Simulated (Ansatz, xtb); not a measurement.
Pulling on the Mg1–H2 bond in HIMg (SMILES [MgH][I]) (multiplicity 1 held, fragments rigid). Energies count from the point at 1.682 Å.
Geometry at that point (charge 0, multiplicity 1):
```xyz
3

Mg     0.000     0.000    -2.028
H      0.000     0.000    -3.711
I      0.000     0.000     0.529
```

Restricted levels (R-, RO-) in cc, def2 and unpolarised 6-31G sets keep to the state of the molecule at rest. U- levels take the lowest unrestricted solution at each point, which mixes spins at long bonds. Active spaces are followed from a long bond inwards. Curves can end on different states.

Frozen-core correlation. Filled d and f shells under p-block atoms count as core.

The values were computed with Ansatz (a program for electronic structure) with Gaussian orbitals; xtb for the GFN methods. Each number belongs to the level named beside it. In def2 rows elements past Kr take small-core potentials, without spin–orbit coupling. The GFN methods have no spin term and hold the electronic entropy of 300 K.

Energies in eV.

```csv
R (Å),GFN2-xTB,U-SCS-MP2/def2-SVPD,R-CCSDT/def2-SVPD,"FIC-MRCISD+Q on CASSCF(2,2)/def2-SVPD"
1.346,0.29,0.91,0.92,0.91
1.514,-0.04,0.19,0.19,0.19
1.682,0.00,0.00,0.00,0.00
1.851,0.16,0.11,0.09,0.10
2.019,0.37,0.37,0.34,0.34
2.271,0.71,0.89,0.82,0.82
2.524,1.07,1.73,1.32,1.32
2.944,1.67,2.47,2.04,2.04
3.365,2.22,2.75,2.53,2.53
3.870,2.78,2.86,2.83,2.82
4.543,3.31,2.91,2.96,2.95
5.384,3.69,2.91,2.99,2.98
```

Doubts at one or more of the structures used: a spin-contaminated determinant (U-SCS-MP2/def2-SVPD); a restricted determinant that unrestricted orbitals would lower (R-CCSDT/def2-SVPD); T1 above 0.05 (R-CCSDT/def2-SVPD); other coupled-cluster roots lie near (R-CCSDT/def2-SVPD).
